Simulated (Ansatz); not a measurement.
Reaction (homolysis of the N–Si bond): `CN[SiH](N)[SiH3]` → `C[NH]`• + `N[SiH][SiH3]`•

Calculated with Ansatz (gas phase, PBE0-D4/def2-TZVP geometries, no zero-point term in ΔE). CBS: MP2 limit from def2 TZ/QZ plus the TZ coupled-cluster correction, frozen cores. Functionals use def2-TZVPP. No spin–orbit coupling; open shells (•) take unrestricted orbitals. Each species was taken in one conformer, which may not be the lowest.

| level | ΔE (kJ/mol) |
| --- | --- |
| PBE-D4 | 391.7 |
| MP2/def2-TZVPP | 440.9 |
| CCSD/def2-TZVPP | 401.8 |
| HF/CBS(def2) | 299.1 |

Task: What does CCSD(T)/CBS give? (An estimate is asked.)

Result: The calculation gave: +423.6 kJ/mol. The listed levels differ from it by -31.9, 17.3, -21.8, -124.5 kJ/mol.

Largest T1 diagnostic among the species: 0.016.

In def2-TZVPP, CCSD(T) changes the Hartree–Fock value by +111.3 kJ/mol (the triples alone add +8.5 kJ/mol) and MP2 by +141.9 kJ/mol; breaking electron pairs costs correlation energy, which Hartree–Fock lacks. The D4 term adds +16.5 kJ/mol with B3LYP and +9.4 kJ/mol with PBE0; it sums over pairs of atoms, weighted by their polarisabilities, and B3LYP, whose exchange is more repulsive, gets the larger term. From PBE to PBE0 (25 % exact exchange), in def2-TZVPP and without D4, ΔE moves by +6.5 kJ/mol.

B3LYP here is the variant with VWN-RPA as its local correlation; programs differ in this.
